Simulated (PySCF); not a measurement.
BCl, charge +1, doublet (typed; the unrestricted solution is spin-contaminated), at a GFN2-xTB geometry (the spin is typed, not shown lowest); M06L/def2-TZVP (PySCF).

Here is a job for PySCF.
```python
from pyscf import gto, scf, dft

mol = gto.M(
    atom='''
B    -0.000000   -0.000000   -1.165988
Cl    0.000000    0.000000    0.342938
''',
    basis='def2-tzvp',
    charge=1,
    spin=1,
    verbose=4,
)

mf = dft.UKS(mol)
mf.xc = 'm06l'
mf.kernel()
mf.analyze()
```

Problem. Write the output that PySCF gives for this input, abridged.

Solution. 
```
PySCF version 2.14.0

[INPUT] verbose = 4
[INPUT] num. atoms = 2
[INPUT] num. electrons = 21
[INPUT] charge = 1
[INPUT] spin (= nelec alpha-beta = 2S) = 1
[INPUT] symmetry False subgroup None
[INPUT] Mole.unit = angstrom
[INPUT] Symbol           X                Y                Z      unit          X                Y                Z       unit  Magmom
[...]
nuclear repulsion = 29.8093232724468
number of shells = 24
number of NR pGTOs = 109
number of NR cGTOs = 68
basis = def2-tzvp
ecp = {}

******** <class 'pyscf.dft.uks.UKS'> ********
method = UKS
initial guess = minao
damping factor = 0
level_shift factor = 0
DIIS = <class 'pyscf.scf.diis.CDIIS'>
diis_start_cycle = 1
diis_space = 8
diis_damp = 0
SCF conv_tol = 1e-09
SCF conv_tol_grad = None
SCF max_cycles = 50
direct_scf = True
direct_scf_tol = 1e-13
number electrons alpha = 11  beta = 10
XC library pyscf.dft.libxc version 7.1.2
    S. Lehtola, C. Steigemann, M. J. T. Oliveira, and M. A. L. Marques,  SoftwareX 7, 1–5 (2018)
XC functionals = m06l
    Y. Zhao and D. G. Truhlar,  J. Chem. Phys. 125, 194101 (2006)
    Y. Zhao and D. G. Truhlar,  J. Chem. Phys. 125, 194101 (2006)
    Y. Zhao and D. G. Truhlar,  Theor. Chem. Acc. 120, 215 (2008)
radial grids:
    Treutler-Ahlrichs [JCP 102, 346 (1995); DOI:10.1063/1.469408] (M4) radial grids

becke partition: Becke, JCP 88, 2547 (1988); DOI:10.1063/1.454033
pruning grids: <function nwchem_prune>
grids dens level: 3
symmetrized grids: False
atomic radii adjust function: <function treutler_atomic_radii_adjust>
small_rho_cutoff = 0
Set gradient conv threshold to 3.16228e-05
tot grids = 32928
init E= -485.303416204219

cycle= 1 E= -484.610454339089  delta_E= 0.693  |g|= 0.165  |ddm|=  1.1

cycle= 2 E= -483.791023712727  delta_E= 0.819  |g|= 0.924  |ddm|= 4.62

cycle= 3 E= -483.908190165631  delta_E= -0.117  |g|= 0.841  |ddm|= 0.672

cycle= 4 E= -483.92116109424  delta_E= -0.013  |g|= 0.833  |ddm|= 0.156

cycle= 5 E= -483.986314738067  delta_E= -0.0652  |g|= 0.786  |ddm|= 0.455

cycle= 6 E= -484.028956135166  delta_E= -0.0426  |g|= 0.752  |ddm|= 0.32

cycle= 7 E= -484.023431905329  delta_E= 0.00552  |g|= 0.757  |ddm|= 0.0806

cycle= 8 E= -484.022536616959  delta_E= 0.000895  |g|= 0.757  |ddm|= 0.0346

cycle= 9 E= -484.024488303688  delta_E= -0.00195  |g|= 0.756  |ddm|= 0.016

cycle= 10 E= -484.51450560069  delta_E= -0.49  |g|= 0.399  |ddm|= 3.16

cycle= 11 E= -484.627766588102  delta_E= -0.113  |g|= 0.0968  |ddm|= 0.435
cycle= 12 E= -484.63096110715  delta_E= -0.00319  |g|= 0.0569  |ddm|= 0.138

cycle= 13 E= -483.93598717973  delta_E= 0.695  |g|= 0.831  |ddm|= 3.21

cycle= 14 E= -483.935703396572  delta_E= 0.000284  |g|= 0.831  |ddm|= 0.473

cycle= 15 E= -483.928896056203  delta_E= 0.00681  |g|= 0.836  |ddm|= 0.706

cycle= 16 E= -483.928611843669  delta_E= 0.000284  |g|= 0.836  |ddm|= 0.621

cycle= 17 E= -483.920214285437  delta_E= 0.0084  |g|= 0.842  |ddm|= 0.0927

cycle= 18 E= -483.917825510224  delta_E= 0.00239  |g|= 0.844  |ddm|= 0.153

cycle= 19 E= -483.983882459416  delta_E= -0.0661  |g|= 0.798  |ddm|= 0.666

cycle= 20 E= -483.761446615105  delta_E= 0.222  |g|= 0.938  |ddm|= 1.94

cycle= 21 E= -484.127858491234  delta_E= -0.366  |g|= 0.899  |ddm|= 4.68

cycle= 22 E= -484.58458269537  delta_E= -0.457  |g|= 0.271  |ddm|= 0.89

cycle= 23 E= -483.836450098614  delta_E= 0.748  |g|= 0.897  |ddm|=  4.8

cycle= 24 E= -483.846323460867  delta_E= -0.00987  |g|= 0.89  |ddm|= 0.182

cycle= 25 E= -483.873079143025  delta_E= -0.0268  |g|= 0.875  |ddm|= 0.575

cycle= 26 E= -483.835422392727  delta_E= 0.0377  |g|= 0.896  |ddm|= 0.578

cycle= 27 E= -483.846701588441  delta_E= -0.0113  |g|= 0.89  |ddm|= 0.133

cycle= 28 E= -483.652599429328  delta_E= 0.194  |g|= 0.991  |ddm|= 1.67

cycle= 29 E= -483.650935958744  delta_E= 0.00166  |g|= 0.992  |ddm|= 0.0316

cycle= 30 E= -483.721569919602  delta_E= -0.0706  |g|= 0.989  |ddm|=  2.1
cycle= 31 E= -484.450496119456  delta_E= -0.729  |g|= 0.481  |ddm|= 4.48
[...]

cycle= 49 E= -483.786407977885  delta_E= 0.00143  |g|= 0.923  |ddm|= 0.227

cycle= 50 E= -483.836370064086  delta_E= -0.05  |g|= 0.902  |ddm|= 0.99
SCF not converged.
SCF energy = -483.836370064086 after 50 cycles  <S^2> = 1.0271575  2S+1 = 2.2602279
**** SCF Summaries ****
Total Energy =                        -483.836370064085770
Nuclear Repulsion Energy =              29.809323272446765
One-electron Energy =                 -714.386245787586290
Two-electron Energy =                  200.740552451053759
Two-electron Coulomb Energy =          232.708061095083082
DFT Exchange-Correlation Energy =      -31.967508644029316
**** MO energy ****
                             alpha | beta                alpha | beta
[...]
To work with the spin densities directly, `use mulliken_meta_spin()` only printing them here.

 ** Mulliken spin pop alpha/beta on meta-lowdin orthogonal AOs **
 ** Mulliken Spin Density (per AO)  **
spin_pop of  0 B 1s        0.00003
spin_pop of  0 B 2s        0.29649
spin_pop of  0 B 3s       -0.01383
spin_pop of  0 B 4s       -0.00004
spin_pop of  0 B 5s        0.00045
spin_pop of  0 B 2px       0.11542
spin_pop of  0 B 2py       0.09987
spin_pop of  0 B 2pz      -0.11066
spin_pop of  0 B 3px       0.00476
spin_pop of  0 B 3py       0.00424
spin_pop of  0 B 3pz       0.00314
spin_pop of  0 B 4px       0.00022
spin_pop of  0 B 4py       0.00017
spin_pop of  0 B 4pz      -0.02877
spin_pop of  0 B 3dxy     -0.00001
spin_pop of  0 B 3dyz      0.00076
spin_pop of  0 B 3dz^2    -0.02869
spin_pop of  0 B 3dxz      0.00102
spin_pop of  0 B 3dx2-y2   -0.00000
spin_pop of  0 B 4dxy     -0.00000
spin_pop of  0 B 4dyz      0.00006
spin_pop of  0 B 4dz^2    -0.02805
spin_pop of  0 B 4dxz      0.00009
spin_pop of  0 B 4dx2-y2   -0.00000
spin_pop of  0 B 4f-3     -0.00000
spin_pop of  0 B 4f-2     -0.00000
spin_pop of  0 B 4f-1      0.00025
spin_pop of  0 B 4f+0     -0.10832
spin_pop of  0 B 4f+1      0.00033
spin_pop of  0 B 4f+2     -0.00000
spin_pop of  0 B 4f+3     -0.00000
spin_pop of  1 Cl 1s        0.00000
spin_pop of  1 Cl 2s        0.00000
spin_pop of  1 Cl 3s       -0.00720
spin_pop of  1 Cl 4s       -0.00244
spin_pop of  1 Cl 5s       -0.00001
spin_pop of  1 Cl 2px       0.00002
spin_pop of  1 Cl 2py       0.00002
spin_pop of  1 Cl 2pz       0.00000
spin_pop of  1 Cl 3px       0.42378
spin_pop of  1 Cl 3py       0.33375
spin_pop of  1 Cl 3pz       0.02829
spin_pop of  1 Cl 4px       0.00496
spin_pop of  1 Cl 4py       0.00421
spin_pop of  1 Cl 4pz       0.00055
spin_pop of  1 Cl 5px       0.00001
spin_pop of  1 Cl 5py       0.00000
spin_pop of  1 Cl 5pz      -0.00057
spin_pop of  1 Cl 6px       0.00031
spin_pop of  1 Cl 6py       0.00026
spin_pop of  1 Cl 6pz      -0.00046
spin_pop of  1 Cl 3dxy      0.00000
spin_pop of  1 Cl 3dyz      0.00232
spin_pop of  1 Cl 3dz^2     0.00055
spin_pop of  1 Cl 3dxz      0.00272
spin_pop of  1 Cl 3dx2-y2    0.00000
spin_pop of  1 Cl 4dxy     -0.00000
spin_pop of  1 Cl 4dyz     -0.00000
spin_pop of  1 Cl 4dz^2    -0.00057
spin_pop of  1 Cl 4dxz     -0.00000
spin_pop of  1 Cl 4dx2-y2   -0.00000
spin_pop of  1 Cl 4f-3      0.00000
spin_pop of  1 Cl 4f-2      0.00000
spin_pop of  1 Cl 4f-1      0.00021
spin_pop of  1 Cl 4f+0      0.00011
spin_pop of  1 Cl 4f+1      0.00025
spin_pop of  1 Cl 4f+2      0.00000
spin_pop of  1 Cl 4f+3     -0.00000
 ** Mulliken Spin Density (per atom)  **
spin density of  0 B =      0.20894
spin density of  1 Cl =      0.79106
 ** Mulliken pop alpha/beta on meta-lowdin orthogonal AOs **
 ** Mulliken pop       alpha | beta **
In total            11.00000 | 10.00000
 ** Mulliken atomic charges   ( Nelec_alpha | Nelec_beta ) **
charge of  0B =     -0.33548  (     2.77221      2.56327 )
charge of  1Cl =      1.33548  (     8.22779      7.43673 )

WARN: System has nonzero charge 1; the dipole moment is origin-dependent.
Location of origin: [0. 0. 0.]

Dipole moment(X, Y, Z, Debye): -0.00000,  0.00000,  7.17337
```

Convergence was not reached.
